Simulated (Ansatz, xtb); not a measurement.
## Relative energy of two isomers of C3H9GeNO2

Structure a: `C[O][GeH2][CH2]C(N)=O`, a singlet. Structure b: `C[NH][GeH]1[O]CC[O]1`, a singlet. Both are isolated molecules in the gas phase, relaxed with PBE0-D3(BJ)/def2-SVP, each in the lowest conformer that the search found.

Estimate E(b) − E(a) at the level CCSD(T)/def2-SVP + ΔMP2/def2-TZVPP.

Not settled: CCSD(T)/def2-SVP + ΔMP2/def2-TZVPP gives E(b) − E(a) = −19.0 kJ/mol, but this leans on the basis-set step: CCSD(T) alone gives +1.3 kJ/mol.

The same difference at several levels:

```tsv
level	geometry	E(b) − E(a) (kJ/mol)	departure from the last row (kJ/mol)	job, with rough time for the two
PBE0-D3(BJ)/def2-SVP	PBE0-D3(BJ)/def2-SVP	+8.1	+27.0	optimisation, 88 s
HF/def2-SVP	PBE0-D3(BJ)/def2-SVP	+2.7	+21.6	part of the CCSD(T) run
MP2/def2-SVP	PBE0-D3(BJ)/def2-SVP	+0.8	+19.8	part of the CCSD(T) run
CCSD(T)/def2-SVP	PBE0-D3(BJ)/def2-SVP	+1.3	+20.2	single point
CCSD(T)/def2-SVP + ΔMP2/def2-TZVPP	PBE0-D3(BJ)/def2-SVP	−19.0		single point, 2.1 min
```

As drawn, b has 1 Ge–N, 1 Ge–O, 1 C–O, 2 C–H in place of 1 C–Ge, 1 C=O, 1 Ge–H, 1 N–H. Structure a has no ring, b a 5-membered ring.

PBE0-D3(BJ)/def2-SVP, HF/def2-SVP put the two in the other order. MP2/def2-SVP, CCSD(T)/def2-SVP find them nearly level. The largest departure from CCSD(T)/def2-SVP + ΔMP2/def2-TZVPP is that of PBE0-D3(BJ)/def2-SVP, 27.0 kJ/mol. Levels run at GFN2-xTB geometries aren't shown. The last row adds to CCSD(T) the change of the MP2 difference between the two basis sets, here −20.2 kJ/mol, a large step that makes the value less sure.

With thermal terms from frequencies at re-optimised GFN2-xTB minima (ideal gas, soft modes damped towards free rotors, one conformer each, 298.15 K, 1 atm): the zero-point term adds +13.8 kJ/mol; ΔH is −8.1 and ΔG −0.3 kJ/mol.

The correlated steps freeze 15 core orbitals; the filled d shell of Ge is correlated, in a basis made for valence electrons. Run with Ansatz 0.2.0, xtb 6.7.1; the last row on 4 threads of Arm Neoverse V2 on a shared host.
